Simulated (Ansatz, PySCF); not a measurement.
Stretching the B1–H3 bond in iminoborane (SMILES B=N) (multiplicity 1 held, fragments rigid). Energies count from the point at 1.167 Å.
Geometry at that point (charge 0, multiplicity 1):
```xyz
4

B      0.000     0.000    -0.692
N      0.000     0.000     0.541
H      0.000     0.000    -1.859
H      0.000     0.000     1.533
```

Unrestricted levels (U-) break spin symmetry where that is lower. Active spaces are followed from a long bond inwards. Levels need not reach the same state.

Frozen-core correlation. Rows in 3-21G carry no dispersion term and start afresh at each structure.

Programs: Ansatz (Gaussian basis) for Hartree–Fock, density functionals and correlated methods; PySCF for 3-21G rows. 

Question: Give the energy at R = 3.734 Å at the level U-HF/cc-pVTZ.

Answer: 92.1 kcal/mol

Question: Estimate the energy at R = 3.734 Å that CASSCF(2,2)/cc-pVTZ returns for this input.

Answer: 103.1 kcal/mol

Question: Predict the energy at R = 3.734 Å from R-HF/3-21G.

Answer: 204.7 kcal/mol

Doubts at one or more of the structures used: a restricted determinant that unrestricted orbitals would lower (R-HF/3-21G); a spin-contaminated determinant (U-HF/cc-pVTZ).

Ansatz is a program for electronic structure.
